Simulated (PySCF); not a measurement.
HFSSn (SMILES [F][Sn][SH]), singlet, geometry from GFN2-xTB (such geometries of metal compounds can be far from the true shape) (all electrons, no relativity); CASSCF(4,6)+NEVPT2/STO-3G (PySCF).

Here is a job for PySCF.
```python
from pyscf import gto, scf, mcscf, mrpt
import numpy

mol = gto.M(
    atom='''
Sn    0.17401623   -0.22613684    0.48849323
F     0.43686429   -1.68163203   -0.93841801
S    -0.73272768    1.49924741   -0.99375314
H    -0.90894701    2.45357167   -0.07884926
''',
    basis='sto-3g',
    verbose=3,
)

mf = scf.RHF(mol)
mf.kernel()
mc = mcscf.CASSCF(mf, 6, 4)
mc.fix_spin_(ss=0.0)
mc.kernel()
occ = numpy.linalg.eigvalsh(mc.fcisolver.make_rdm1(mc.ci, mc.ncas, mc.nelecas))[::-1]
ss = mc.fcisolver.spin_square(mc.ci, mc.ncas, mc.nelecas)[0]
print('natural occupations', occ.round(4), ' <S^2>', round(ss, 4))
e2 = mrpt.NEVPT(mc).kernel()
print('E(NEVPT2) = %.10f' % (mc.e_tot + e2))
```

Output, abridged:

```
converged SCF energy = -6455.08069678229
CASSCF energy = -6455.10395831745
CASCI E = -6455.10395831745  E(CI) = -3.37644655719305  S^2 = 0.0000000
natural occupations [1.9719e+00 1.9583e+00 4.1100e-02 2.7300e-02 1.3000e-03 1.0000e-04]  <S^2> 0.0
Sr    (-1)',   E = -0.00000000000000
Si    (+1)',   E = -0.00537466142070
Sijrs (0)  ,   E = 0.00000000000000
Sijr  (+1) ,   E = -0.00000000000000
Srsi  (-1) ,   E = -0.00000000000000
Srs   (-2) ,   E = 0.00000000000000
Sij   (+2) ,   E = -0.04066866577318
Sir   (0)' ,   E = -0.00000000000000
Nevpt2 Energy = -0.046043327193874
E(NEVPT2) = -6455.1500016446
```
